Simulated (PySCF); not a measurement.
LiCl, SMILES [Li][Cl].

Coordinates come from a PBE0-D3(BJ)/def2-TZVPD optimisation.

Computed with PySCF with B3LYP/def2-TZVPD.

Computed frontier levels, gap, dipole moment and polarisability:
```yaml
highest_occupied_level: -6.93 eV
lowest_empty_level: -1.65 eV
orbital_gap: 5.28 eV
dipole_moment: 6.97 D
quadrupole, principal values (traceless, Buckingham form, about the centre of nuclear charge): -7.05, -7.05, 14.10 D·Å
mean_static_polarisability: 27.4 bohr³ (4.06 Å³)
polarisability_principal_values: 26.7, 26.7, 28.9 bohr³
```
